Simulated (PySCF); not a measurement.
# Computed spin Hamiltonian

C3H11SSi2 (doublet state).
Cartesian coordinates in Å at the GFN2-xTB level; atoms count from 1:
```
atom  x, y, z in Å
C1    -3.5414   -0.2280   -0.4478
C2    -2.2903    0.0985    0.3569
Si3   -0.7037   -0.1747   -0.6374
S4     0.9205    0.2114    0.7068
Si5    2.6673   -0.1294   -0.5279
C6     4.1860    0.0899    0.5832
H7    -4.4392   -0.0536    0.1431
H8    -3.5970    0.3901   -1.3412
H9    -3.5369   -1.2702   -0.7595
H10   -2.2704   -0.5158    1.2593
H11   -2.3394    1.1356    0.6957
H12   -0.5610   -1.5470   -1.1181
H13   -0.5955    0.7534   -1.7620
H14    2.6084    0.8344   -1.6270
H15    4.2149    1.0967    0.9953
H16    4.1692   -0.6063    1.4167
H17    5.1013   -0.0729    0.0230
```

The hyperfine couplings belong to this conformer and change with its torsions.

Identity: `CC[SiH2]S[SiH]C` [radical].

Computed with UKS B3LYP, pcH-1 on C H S Si, non-relativistic, mean-field spin-orbit, GIAO (PySCF 2.14.0). One conformer (not necessarily the lowest) at the GFN2-xTB geometry, without solvent, vibrations or thermal averaging. A GFN2-xTB geometry isn't a minimum of the functional, and hyperfine couplings can be far from their values at a DFT geometry, by a factor of two or more for some ions and for spin on atoms past the first row. Stability of the SCF solution: not tested.

- g1, g2, g3: 2.00201, 2.00490, 2.00951
- g_iso: 2.00547
- Form of g: rhombic: the two nearest values differ by 39 % of g3 − g1
- ⟨S²⟩: 0.7516 (exact 0.7500)
- α and β electrons: 37, 36
- Basis functions: 290

Isotropic coupling and dipolar principal values T1 to T3, in MHz:

```json
{"atom": "C1", "isotope": "13C", "a_iso": "-0.2", "of which spin–orbit": "0.0", "T1": "-0.1", "T2": "-0.1", "T3": "0.1", "Mulliken spin population": "0.00"}
{"atom": "C2", "isotope": "13C", "a_iso": "-0.5", "of which spin–orbit": "0.0", "T1": "-0.2", "T2": "0.0", "T3": "0.3", "Mulliken spin population": "0.00"}
{"atom": "Si3", "isotope": "29Si", "a_iso": "-7.8", "of which spin–orbit": "0.0", "T1": "-1.4", "T2": "0.4", "T3": "1.0", "Mulliken spin population": "0.00"}
{"atom": "S4", "isotope": "33S", "a_iso": "3.1", "of which spin–orbit": "0.1", "T1": "-14.7", "T2": "-12.8", "T3": "27.5", "Mulliken spin population": "0.10"}
{"atom": "Si5", "isotope": "29Si", "a_iso": "-542.0", "of which spin–orbit": "0.7", "T1": "-154.5", "T2": "76.1", "T3": "78.4", "Mulliken spin population": "0.83"}
{"atom": "C6", "isotope": "13C", "a_iso": "26.7", "of which spin–orbit": "0.0", "T1": "-4.5", "T2": "-4.3", "T3": "8.7", "Mulliken spin population": "0.01"}
{"atom": "H7", "isotope": "1H", "a_iso": "-0.1", "of which spin–orbit": "0.0", "T1": "-0.2", "T2": "-0.2", "T3": "0.5", "Mulliken spin population": "0.00"}
{"atom": "H8", "isotope": "1H", "a_iso": "0.0", "of which spin–orbit": "0.0", "T1": "-0.3", "T2": "-0.3", "T3": "0.6", "Mulliken spin population": "0.00"}
{"atom": "H9", "isotope": "1H", "a_iso": "0.2", "of which spin–orbit": "0.0", "T1": "-0.4", "T2": "-0.3", "T3": "0.7", "Mulliken spin population": "0.00"}
{"atom": "H10", "isotope": "1H", "a_iso": "0.0", "of which spin–orbit": "0.0", "T1": "-0.7", "T2": "-0.6", "T3": "1.3", "Mulliken spin population": "0.00"}
{"atom": "H11", "isotope": "1H", "a_iso": "1.1", "of which spin–orbit": "0.0", "T1": "-0.7", "T2": "-0.5", "T3": "1.2", "Mulliken spin population": "0.00"}
{"atom": "H12", "isotope": "1H", "a_iso": "0.8", "of which spin–orbit": "0.0", "T1": "-2.2", "T2": "-1.3", "T3": "3.4", "Mulliken spin population": "0.00"}
{"atom": "H13", "isotope": "1H", "a_iso": "0.8", "of which spin–orbit": "0.0", "T1": "-1.4", "T2": "-1.1", "T3": "2.4", "Mulliken spin population": "0.00"}
{"atom": "H14", "isotope": "1H", "a_iso": "104.3", "of which spin–orbit": "0.0", "T1": "-8.0", "T2": "0.5", "T3": "7.5", "Mulliken spin population": "0.04"}
{"atom": "H15", "isotope": "1H", "a_iso": "54.6", "of which spin–orbit": "0.0", "T1": "-4.0", "T2": "0.3", "T3": "3.7", "Mulliken spin population": "0.02"}
{"atom": "H16", "isotope": "1H", "a_iso": "1.5", "of which spin–orbit": "0.0", "T1": "-4.1", "T2": "-2.4", "T3": "6.5", "Mulliken spin population": "0.00"}
{"atom": "H17", "isotope": "1H", "a_iso": "-0.2", "of which spin–orbit": "0.0", "T1": "-4.2", "T2": "-2.3", "T3": "6.4", "Mulliken spin population": "0.00"}
```

The largest Mulliken spin populations are on Si5 (+0.83) and S4 (+0.10). Si5 is the only atom above +0.15. The angles at Si5 add up to 327.4°, so it is pyramidal.

Under fast tumbling the dipolar parts average out, and these isotropic splittings remain: 1 × 1H (H14, I = 1/2, 2 lines) with 3.72 mT and 3 × 1H (H15/H16/H17, I = 1/2, 4 lines) with 0.66 mT.

Means are taken over nuclei equivalent by connectivity, which assumes that they swap fast. The three 1H nuclei of mean +18.6 MHz run from -0.2 to 54.6 MHz in the frozen geometry.

The 29Si coupling of Si5 (-542.0 MHz) shows only in satellite lines or after enrichment, since that isotope makes up about 4.7 % of natural silicon.

The 13C coupling of C6 (26.7 MHz) shows only in satellite lines or after enrichment, since that isotope makes up about 1.07 % of natural carbon.
